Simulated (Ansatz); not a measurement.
Abridged output of a molecular run in Ansatz:

```
Functional definition: HF
1534 factors; integrals over basis functions are off by at most 1.1e-3 eV
mean field evaluation 1: about -11731.8918 eV, gradient 3.5e1 eV
mean field evaluation 2: about -11732.1667 eV, gradient 3.5e1 eV
mean field evaluation 4: about -11735.9538 eV, gradient 4.2e0 eV
mean field evaluation 8: about -11736.0244 eV, gradient 3.2e-1 eV
mean field evaluation 16: about -11736.0254 eV, gradient 1.9e-6 eV
mean field -11736.02536528 eV, -431.2909772104 hartree, gradient 1.9e-6 eV, S^2 0.000000; 0 other end points of the search recorded, 0 dependent functions left out
9 core orbitals not correlated: weight in the atoms' cores, before any rotation towards them, 1.000 or more for the frozen orbitals, at most 0.000 for the correlated occupied ones
reference -11736.02536528 eV, -431.2909772104 hartree; 13, 13 occupied and 242, 242 virtual orbitals, 1534 factors
second order -18.95159653 eV of doubles, -0.00000000 eV of singles
cycle   1  -19.66541038 eV  change   -7.1e-1 eV  update   1.1e-1
cycle   2  -20.25620966 eV  change   -5.9e-1 eV  update   3.4e-2
cycle   3  -20.37245885 eV  change   -1.2e-1 eV  update   1.6e-2
cycle   4  -20.36880945 eV  change    3.6e-3 eV  update   4.6e-3
cycle   5  -20.36947679 eV  change   -6.7e-4 eV  update   1.8e-3
cycle   6  -20.36944784 eV  change    2.9e-5 eV  update   6.4e-4
cycle   7  -20.36941739 eV  change    3.0e-5 eV  update   2.3e-4
cycle   8  -20.36947238 eV  change   -5.5e-5 eV  update   1.1e-4
cycle   9  -20.36945481 eV  change    1.8e-5 eV  update   4.1e-5
cycle  10  -20.36943045 eV  change    2.4e-5 eV  update   1.5e-5
perturbative correction -0.92782365 eV, -0.0340968904 hartree
Total energy: -11757.32261939 eV, -432.0736368631 hartree
```

Its atoms:

```xyz
12

C     1.392   -0.943    2.294
C     1.232   -1.050    1.097
B     0.986   -1.131   -0.376
Si   -0.353    0.078   -1.277
C    -1.222    1.267   -0.120
H     1.544   -0.861    3.346
H     1.601   -1.930   -1.019
H     0.367    0.832   -2.348
H    -1.351   -0.792   -1.971
H    -0.498    1.916    0.377
H    -1.934    1.896   -0.657
H    -1.765    0.719    0.655
```

Which basis set was used?
A. cc-pV(Q+d)Z
B. def2-SVPD
C. def2-TZVPP
D. def2-TZVPPD

C. It gives 264 functions.

Write the keys of the input that set method, charge and spin (a neutral closed shell needs none for the last two).


```yaml
correlation: {method: ccsd_t}
```
